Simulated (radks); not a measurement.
Problem. Xe, 54 electrons, occupied as [Xe]. Method: scalar-relativistic Kohn-Sham, r2SCAN, spin-polarised, spherical densities, finite nucleus; meta-GGA in the generalised Kohn-Sham scheme; Fermi nuclear charge, rms radius 4.7859 fm; computed with a radial shooting solver on a logarithmic mesh with Libxc functionals. Some entries of the table are withheld. Estimate them.

| orbital | occ. | eigenvalue (hartree) | r(max) (bohr) | <1/r> (bohr^-1) |
|---|---|---|---|---|
| 1s | 2 | -1265.317 | 0.01716 | 58.10 |
| 2s | 2 | -197.5625 | 0.09691 | 13.35 |
| 2p | 6 | -177.1551 | 0.07782 | 12.73 |
| 3s | 2 | -40.66016 | 0.2785 | 4.807 |
| 3p | 6 | -34.02712 | (1) | 4.560 |
| 3d | 10 | -24.20528 | 0.2263 | 4.311 |
| 4s | 2 | -7.42823 | 0.6615 | 1.944 |
| 4p | 6 | -5.31681 | 0.6935 | 1.786 |
| 4d | 10 | -2.22832 | 0.7480 | 1.511 |
| 5s | 2 | -0.75049 | 1.632 | 0.6957 |
| 5p | 6 | (2) | 1.911 | 0.5614 |

Solution. 
(1) 3p r(max) (bohr): 0.2726
(2) 5p eigenvalue (hartree): -0.31549
